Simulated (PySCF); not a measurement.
NMR data simulated for an unnamed compound:

¹H NMR (400 MHz, computed): δ 9.98 (m, 1H), 5.07 (m, 1H), 3.19 (m, 1H), 2.71 (m, 1H), 2.57 (m, 1H), 2.43 (m, 1H), 2.16 (m, 1H), 1.59 (m, 1H), 1.36 (m, 1H).

¹³C{¹H} NMR (computed): δ 201.2 (CH), 94.2 (CH), 54.6 (C), 38.7 (CH2), 35.1 (CH), 24.3 (CH2), 18.5 (CH2).

No solvent model, non-relativistic Hamiltonian, one computed conformer. Geometry from PBE0-D3(BJ)/def2-SVP; PBE0/pcSseg-1 with gauge-including orbitals; PySCF 2.14.0 with density-fitted response routines.

Shifts are taken against calculated references (same method and geometry level): TMS for ¹H (σ = 31.27 ppm), ¹³C (σ = 184.41 ppm).

Which of these does the molecule contain: an aldehyde, a (CH3)2CH unit, a C≡C triple bond, a nitrile?

## Answers


- An aldehyde: yes (δC 201.2; δH 9.98 (m)).
- A (CH3)2CH unit: no.
- A C≡C triple bond: no.
- A nitrile: no.

The data belong to `O=C[C@@]12CC[C@@H]1C[C@H]2F`, C7H9FO; they needn't prove each group on their own.

Carbon signals by region: 1 in the far downfield region (above 160 ppm), 2 at 50–100 ppm, 4 below 50 ppm. Above 160 ppm: 201.2, aldehyde carbonyl carbon.

Splittings by ¹⁹F in the carbon and heteronuclear signals aren't shown, as no couplings were computed. Shifts are as computed. Against solution values, carbons near 30 ppm lie about +2 ppm off and those near 130 ppm about +5 ppm. Of 1211 compounds with measured shifts, 218 miss one by over three times the rms of a fit or turn the order of signals round; such compounds aren't used in these exercises. No couplings were computed; multiplicities are counted from neighbouring protons, with m where these are inequivalent, close in shift, in a saturated or five-membered ring or joined by F or P, and br s for small geminal =CH2 splittings.
